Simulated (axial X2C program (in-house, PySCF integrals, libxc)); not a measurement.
**Excited states of GaBr by EOM-EE-CCSD**

Calculated with an in-house all-electron X2C program for linear molecules (integrals from PySCF): two-component X2C with atomic mean-field Coulomb and Gaunt terms, Gaussian nuclei, basis Br dyall-acv3z, Ga dyall-acv3z with contracted cores.

R = 2.374 Å (near the PBE0 minimum at charge 0 of the determinant lowest at the starting distance; the state shown can have its own minimum elsewhere).

Hartree–Fock spinors of GaBr (one of each Kramers pair; a window near the gap, which can cut inner shells):

```tsv
ω	occupied	ε (eV)	character
3/2	yes	-32.27	100% Ga d
1/2	yes	-27.13	77% Br s, 8% Ga d, 8% Ga p
1/2	yes	-14.22	54% Br p, 38% Ga s, 3% Br s
1/2	yes	-11.18	85% Br p, 5% Ga d, 5% Ga f
3/2	yes	-10.81	85% Br p, 5% Ga d, 5% Ga p
1/2	yes	-9.42	35% Ga s, 32% Br p, 26% Ga p
1/2	no	0.34	87% Ga p, 4% Br p, 4% Ga d
3/2	no	0.36	88% Ga p, 4% Ga d, 4% Br p
1/2	no	0.57	72% Ga p, 26% Ga s
1/2	no	0.91	67% Ga s, 24% Ga p, 3% Br p
1/2	no	1.11	88% Ga p, 6% Br d, 4% Ga d
3/2	no	1.14	87% Ga p, 6% Br d, 4% Ga d
```

Vertical excitation energies from the closed-shell determinant state of GaBr:

```json
{"Ω": "0⁻", "excitation (eV)": "3.349", "cm⁻¹": "27013", "hole of the leading pair": "47% Ga sσ, 24% Ga pσ, 21% Br pσ", "particle of the leading pair": "80% Ga pπ, 8% Br dπ", "weight of the pair (for Ω = 0 its time-reversed partner can hold as much again)": "0.48", "singles weight": "0.97"}
{"Ω": "0⁺", "excitation (eV)": "3.351", "cm⁻¹": "27031", "hole of the leading pair": "47% Ga sσ, 24% Ga pσ, 21% Br pσ", "particle of the leading pair": "80% Ga pπ, 8% Br dπ", "weight of the pair (for Ω = 0 its time-reversed partner can hold as much again)": "0.48", "singles weight": "0.97"}
{"Ω": "1", "excitation (eV)": "3.390", "cm⁻¹": "27341", "hole of the leading pair": "46% Ga sσ, 24% Ga pσ, 21% Br pσ", "particle of the leading pair": "80% Ga pπ, 8% Br dπ", "weight of the pair (for Ω = 0 its time-reversed partner can hold as much again)": "0.51", "singles weight": "0.97"}
{"Ω": "2", "excitation (eV)": "3.433", "cm⁻¹": "27688", "hole of the leading pair": "46% Ga sσ, 24% Ga pσ, 21% Br pσ", "particle of the leading pair": "81% Ga pπ, 8% Br dπ", "weight of the pair (for Ω = 0 its time-reversed partner can hold as much again)": "0.96", "singles weight": "0.97"}
{"Ω": "1", "excitation (eV)": "4.700", "cm⁻¹": "37912", "hole of the leading pair": "38% Br pσ, 26% Ga sσ, 26% Ga pσ", "particle of the leading pair": "78% Ga pπ, 11% Br dπ, 6% Br pπ", "weight of the pair (for Ω = 0 its time-reversed partner can hold as much again)": "0.49", "singles weight": "0.93"}
{"Ω": "1", "excitation (eV)": "5.312", "cm⁻¹": "42843", "hole of the leading pair": "85% Br pπ", "particle of the leading pair": "74% Ga pπ, 14% Br dπ, 8% Br pπ", "weight of the pair (for Ω = 0 its time-reversed partner can hold as much again)": "0.77", "singles weight": "0.92"}
{"Ω": "0⁻", "excitation (eV)": "5.344", "cm⁻¹": "43100", "hole of the leading pair": "85% Br pπ", "particle of the leading pair": "75% Ga pπ, 14% Br dπ, 7% Br pπ", "weight of the pair (for Ω = 0 its time-reversed partner can hold as much again)": "0.35", "singles weight": "0.92"}
{"Ω": "2", "excitation (eV)": "5.456", "cm⁻¹": "44004", "hole of the leading pair": "85% Br pπ", "particle of the leading pair": "75% Ga pπ, 13% Br dπ, 7% Br pπ", "weight of the pair (for Ω = 0 its time-reversed partner can hold as much again)": "0.88", "singles weight": "0.91"}
{"Ω": "3", "excitation (eV)": "5.460", "cm⁻¹": "44036", "hole of the leading pair": "85% Br pπ", "particle of the leading pair": "76% Ga pπ, 13% Br dπ, 7% Br pπ", "weight of the pair (for Ω = 0 its time-reversed partner can hold as much again)": "0.91", "singles weight": "0.91"}
```

This point took 32 s on 1 thread of Intel(R) Xeon(R) Processor @ 2.30GHz (shared host).

Reference electrons by ω block (each with its −ω partner): 1/2: 22, 3/2: 9, 5/2: 2. 10 electrons of GaBr correlated (inner shells frozen), 88 natural virtual spinors (a truncated set); levels can be off by some tenths of an eV. Roots sought by Ω: (0: 5, 1: 4, 2: 3, 3: 1); the list ends where they run out and leaves out roots under 60 % singles weight. The solver can skip a root, and states that need a further excitation, which the method places far too high, are missing though they may lie low or lowest. T1 of the reference 0.012 (Lee–Taylor). Number of frozen shells: Br 3 s, 2 p, 1 d; Ga 3 s, 2 p, 1 d.
